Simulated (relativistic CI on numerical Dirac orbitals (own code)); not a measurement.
**One change at a time: Os¹⁸⁺**

Base calculation: Dirac-Coulomb-Breit CI, KLI orbitals optimised for each configuration, model QED, unscaled Slater integrals.

Configuration list (outside the closed core [Ar] 3d10 4s2): 4p6 4d10 4f12, 4p6 4d10 4f11 5s, 4p6 4d10 4f10 5s2, 4p6 4d10 4f10 5s 5p, 4p6 4d10 4f11 5p, 4p6 4d10 4f10 5p2, 4p6 4d10 4f10 5s 5d, 4p6 4d9 4f13, 4p6 4d10 4f11 5d, 4p6 4d9 4f11 5s2, 4p6 4d8 4f14, 4p6 4d10 4f11 6s, 4p6 4d10 4f11 5f, 4p6 4d10 4f11 6p, 4p6 4d9 4f12 5s, 4p5 4d10 4f13, 4p6 4d10 4f11 6d, 4p6 4d10 4f11 5g, 4p6 4d9 4f12 5p, 4p6 4d10 4f11 7s, 4p6 4d10 4f11 6g, 4p6 4d10 4f11 7d, 4p4 4d10 4f14, 4p5 4d10 4f12 5s, 4p5 4d9 4f14. Levels of other configurations are missing.

Variants: (1) valence Slater integrals scaled by 0.9; (2) configuration mixing switched off. Shifts of the energy above 4p6 4d10 4f12 3H_6, in cm⁻¹, for the lowest level and the first level of each name with at least 55 % of one term (blank where a level changes its place among those of its configuration and J or its character, or is not in the variant):

```csv
Level,Base,Δ(1),Δ(2)
4p6 4d10 4f12 3H_6,0.0,0.0,0.0
4p6 4d10 4f12 3F_4,9085.5,-892.3,+1304.3
4p6 4d10 4f12 3H_5,21268.0,+40.9,-6.7
4p6 4d10 4f12 3F_2,30829.2,-2114.7,+1956.7
4p6 4d10 4f12 3F_3,32694.9,-966.3,+1182.5
4p6 4d10 4f11 5s 5I°_8,60378.7,+4530.4,+2195.7
4p6 4d10 4f12 3P_0,70966.6,-5760.6,+4133.7
4p6 4d10 4f12 1I_6,71030.3,-5131.8,+109.9
4p6 4d10 4f11 5s 5I°_7,71175.4,+3944.1,+2298.1
4p6 4d10 4f12 3P_1,75932.5,-5099.2,+3338.7
4p6 4d10 4f11 5s 5I°_6,84185.1,+4096.0,+2428.0
4p6 4d10 4f11 5s 3I°_7,89215.6,+3100.1,+1949.2
4p6 4d10 4f11 5s 5S°_2,100947.7,+1123.4,+4566.0
4p6 4d10 4f11 5s 5F°_3,111762.5,+1381.6,+3236.8
```

At this charge transitions that keep the count of f electrons are usually good to a few per cent. Terms inside the open d or f shell come out 10 to 20 % too wide with unscaled integrals. Levels that differ in their count of f electrons can be misplaced by several ten thousand cm⁻¹, since the correlation energy of f electrons is missing or only estimated; rates across such gaps can be off by orders of magnitude.

Ionisation energy from one configuration of each of the two ions, the ground ones as tabulated or assumed: base 464.387 eV; valence Slater integrals scaled by 0.9 464.806 eV. The NIST ASD value (theoretical) is 470 ± 24 eV.

LS names give the leading component of a level, which can be under half, so a name can repeat, a term be missing and a line seem to break the LS rules.
